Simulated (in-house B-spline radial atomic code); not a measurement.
## Ionising Rh⁷⁺ with different functionals

Computed with a radial B-spline atomic code at the basis-set limit: scalar-relativistic (spin-free X2C) Hamiltonian, Fermi nucleus of rms radius 4.4945 fm, spin-polarised at highest spin, spherical fractional occupations for the functionals, the average over the highest-spin determinants for Hartree-Fock. The ionisation energy is the difference of two self-consistent energies, [Kr] 4d2 → [Kr] 4d1, without Breit or QED terms; ε is the level of the shell that loses the electron (its least bound occupied spin orbital). There is no spin-orbit coupling in this Hamiltonian.

Hybrids are left out here: with spherical fractional occupations of an open shell their exact exchange keeps a self-interaction that integer-occupation calculations don't have.

| method | rung | ΔSCF (eV) | -ε(4d) (eV) |
| --- | --- | --- | --- |
| Hartree-Fock | Hartree-Fock | 115.04 | 115.69 |
| LDA VWN5 | LDA | 116.45 | 107.23 |
| LDA PW92 | LDA | 116.44 | 107.22 |
| LDA exchange-only | LDA | 114.75 | 105.59 |
| PBE | GGA | 116.35 | 107.16 |
| PBEsol | GGA | 116.31 | 107.11 |
| BLYP | GGA | 116.16 | 106.94 |
| RPBE | GGA | 116.33 | 107.14 |
| PW91 | GGA | 116.44 | 107.24 |
| BP86 | GGA | 116.38 | 107.17 |
| AM05 | GGA | ? | ? |
| OLYP | GGA | 116.83 | 107.61 |
| TPSS | meta-GGA | 116.23 | 107.06 |
| SCAN | meta-GGA | ? | ? |
| r2SCAN | meta-GGA | 116.17 | 107.15 |
| revTPSS | meta-GGA | 116.17 | 107.01 |

(1) What does AM05 give?

(2) What does SCAN give?

(3) How do they compare with the NIST value?

Results:

(1) ΔSCF 116.30 eV, and -ε(4d) = 107.09 eV.

(2) ΔSCF 116.14 eV, and -ε(4d) = 107.11 eV.

(3) NIST lists 115 eV ± 2.1 (tabulated theory, ground level to ground level). Errors run from -0.35 to +1.73 eV; all lie within about twice that uncertainty, so the table can't rank the methods. Hartree-Fock also lacks correlation.
